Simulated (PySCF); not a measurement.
C₈H₇PS.
SMILES: `C#Cc1pcccc1SC`

A linear-response calculation (PySCF, def2-SVPD basis, gas phase, vertical, core orbitals frozen in the response) gave these numbers; the functional is withheld.

Orbital energies (eV): HOMO-3 -9.24, HOMO-2 -8.92, HOMO-1 -8.11, HOMO -7.85, LUMO -1.02, LUMO+1 -0.48, LUMO+2 1.26.

| state | E (eV) | f | main configurations (H = HOMO, L = LUMO) |
| --- | --- | --- | --- |
| S1 | 4.04 | 0.014 | H→L (77%), H-1→L+1 (9%), H→L+1 (9%) |
| S2 | 4.39 | 0.011 | H→L+1 (53%), H-1→L (24%), H-1→L+1 (10%) |
| S3 | 4.55 | 0.115 | H-1→L (57%), H-2→L (15%), H-1→L+1 (9%) |
| S4 | 4.65 | 0.087 | H-2→L (27%), H-1→L+1 (18%), H→L+1 (17%) |
| S5 | 4.78 | 0.018 | H-3→L (71%), H-1→L+1 (10%) |
| S6 | 5.17 | 0.058 | H-4→L (61%), H-3→L+1 (13%), H-1→L+1 (8%) |

Triplets (Tamm–Dancoff): T1 2.84 eV, H-1→L (81%); T2 3.57 eV, H→L (52%), H-1→L+1 (20%), H-2→L (16%); T3 3.75 eV, H→L+1 (52%), H-2→L+1 (14%), H→L (10%); T4 3.94 eV, H-3→L (24%), H-2→L (17%), H-1→L+1 (16%).

Vertical ionisation energy by ΔSCF with the same functional: 8.46 eV. Mean static polarisability: 141.4 au.

Problem. Which of these was used?
A. CAM-B3LYP
B. HF
C. PBE0
D. PBE

Solution. A. CAM-B3LYP is range-separated, 19% exact exchange at short range and 65% at long range (ω = 0.33 bohr⁻¹). In this run −ε(HOMO) = 7.85 eV differs from the ΔSCF value by -0.61 eV, and S1 differs from the orbital gap of 6.83 eV by -2.79 eV. The ratio −ε(HOMO)/IP is 0.93. Small neutral molecules mostly give 0.85 to 0.93 with CAM-B3LYP, 0.5 to 0.7 with PBE, 0.7 to 0.83 with PBE0; with Hartree–Fock the ratio is 1 or more (Koopmans' value less the relaxation energy is the ΔSCF value). The other options: PBE, a GGA without exact exchange; HF, time-dependent Hartree–Fock, 100% exact exchange; PBE0, a global hybrid with 25% exact exchange.

Computed, not measured: TDDFT CAM-B3LYP/def2-SVPD, vertical, gas phase, core orbitals frozen in the response in PySCF. The structure is a single PBE0-D3(BJ)/def2-SVP conformer in the gas phase; no vibrational or solvent corrections.

The run took 9.7 min of wall time on an Arm Neoverse V2 with one thread, shared host, and the process peaked at 1.3 GiB of memory.
